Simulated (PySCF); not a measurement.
## Shieldings and the share of exact exchange

Molecule: SMILES CB(O)Cl, CH$_{4}$BClO.

Bonds (- single, = double, # triple, : aromatic): C1-B2 1.569 Å, B2-O3 1.347 Å, B2-Cl4 1.774 Å. C1 carries H5, H6, H7; O3 carries H8.

GIAO shieldings (ppm, equivalent atoms averaged) in PySCF on the PBE0-D3(BJ)/def2-SVP geometry, basis pcSseg-2, gas phase, non-relativistic:

```csv
functional,exact exchange (%),σ(C1),σ(B2),σ(O3),σ(Cl4)
BLYP,0,167.7,44.6,133.4,772.8
BP86,0,171.6,48.3,134.1,776.9
PBE,0,171.9,47.5,132.7,776.5
B3LYP,20,171.8,49.2,143.8,793.5
mPW1PW91,25,175.8,53.0,146.7,802.9
BHandHLYP,50,176.8,56.2,158.7,822.3
HF,100,183.9,69.0,182.0,868.1
```

(1) Fit each shielding as a line in the percentage of exact exchange.

(2) What does the line predict for PBE0 (25 %), and what does the run give?

## Answers

(1) σ(C1) = 170.5 + 0.13 x (rms 1.6 ppm); σ(B2) = 46.4 + 0.22 x (rms 1.4 ppm); σ(O3) = 133.8 + 0.49 x (rms 0.6 ppm); σ(Cl4) = 776.0 + 0.93 x (rms 1.9 ppm). The functionals also differ in their semilocal parts, which the line can't hold; Hartree–Fock has no correlation at all.

(2) σ(C1): 173.8 predicted, 176.4 computed; σ(B2): 51.9 predicted, 53.0 computed; σ(O3): 146.1 predicted, 146.2 computed; σ(Cl4): 799.2 predicted, 803.1 computed ppm.
